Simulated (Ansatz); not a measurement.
The cluster Ge2Te3. The state is a singlet with charge 0. Geometry B3LYP-D4/def2-SVP.

```
atom   x (Å)   y (Å)   z (Å)
 Ge1   1.452  -0.065  -0.910
 Ge2  -0.990   0.151   1.393
 Te3  -1.117   1.181  -1.295
 Te4  -1.003  -1.573  -0.916
 Te5   1.657   0.307   1.728
```

In the def2 sets Te takes a core potential; there is no spin–orbit coupling. The structure comes from a short search, and lower isomers may exist.

**Question.** Estimate the orbital energies around the gap (eV) in Ansatz with PBE-D4/def2-TZVP, revPBE-D4/def2-TZVP, r2SCAN-D4/def2-TZVP, BHLYP-D4/def2-TZVP, CAM-B3LYP-D4/def2-TZVP.

**Answer.** 
```csv
orbital,PBE-D4/def2-TZVP,revPBE-D4/def2-TZVP,r2SCAN-D4/def2-TZVP,BHLYP-D4/def2-TZVP,CAM-B3LYP-D4/def2-TZVP
HOMO−9,-11.92,-11.83,-12.38,-14.81,-15.14
HOMO−8,-11.30,-11.22,-11.69,-13.90,-14.24
HOMO−7,-8.20,-8.14,-8.55,-9.82,-10.11
HOMO−6,-7.66,-7.59,-8.01,-9.59,-9.89
HOMO−5,-7.00,-6.94,-7.30,-8.71,-9.05
HOMO−4,-6.71,-6.65,-7.02,-8.49,-8.83
HOMO−3,-6.35,-6.29,-6.64,-8.03,-8.33
HOMO−2,-6.21,-6.15,-6.49,-7.82,-8.15
HOMO−1,-5.17,-5.11,-5.38,-6.65,-6.99
HOMO,-4.96,-4.91,-5.21,-6.57,-6.90
LUMO,-3.48,-3.40,-3.47,-1.96,-1.80
LUMO+1,-2.70,-2.62,-2.70,-1.32,-1.17
LUMO+2,-2.63,-2.54,-2.56,-1.29,-1.15
LUMO+3,-2.33,-2.24,-2.20,-0.86,-0.73
LUMO+4,-2.06,-1.98,-1.97,-0.64,-0.50
LUMO+5,-1.32,-1.23,-1.10,0.19,0.31
```
